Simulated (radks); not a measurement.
Numerical settings for neutral iridium, [Xe] 4f14 5d7 6s2. All-electron calculation, scalar-relativistic Kohn-Sham, r2SCAN, spin-unpolarised, spherical densities, finite nucleus; meta-GGA in the generalised Kohn-Sham scheme; Fermi nuclear charge, rms radius 5.4032 fm. Program: a radial shooting solver on a logarithmic mesh with Libxc functionals. The defaults (mesh step 0.008 in ln r, mesh end at 40 bohr or more with all orbitals vanishing there, Anderson mixing 0.5 over 9 steps, residual threshold near 1e-9 with the energy settled to 1e-9 hartree or 1e-11 of itself, here a cap of 82 iterations) give E = -17826.078 hartree and 6s at -6.538 eV in 11 iterations. Times are rough (one thread of a shared host). Changes against that run (0 stands for a change within the tolerance of the run):

setting,iterations,converged,E (mhartree),e(6s) (meV),CPU (s)
mesh step in ln r 0.005,13,yes,0,+0.0076,0.3
mesh step in ln r 0.03,11,yes,-0.814,0,0.06
mesh step in ln r 0.012,11,yes,+0.00236,0,0.12
mesh end (bohr) 400,11,yes,0,0,0.18
mesh end (bohr) 5,11,yes,+105,+2.29e+03,0.16
residual threshold 0.01,10,yes,0,-0.193,0.16
residual threshold 1e-16,82,no,0,-0.00419,0.56
mixing 0.05,17,yes,0,-0.0263,0.25
"linear mixing, mixing 0.05",82,no,+19.9,-35.7,0.99
"linear mixing, mixing 0.2",62,yes,+0.00187,+0.00845,0.7
mixing history 20,11,yes,0,0,0.17
iteration cap 5,5,no,+2.99,+42.7,0.08

Settings that end as converged yet miss the energy by more than 1 mhartree: mesh end (bohr) 5 (+0.105 hartree). A mesh that ends early acts as a hard wall.
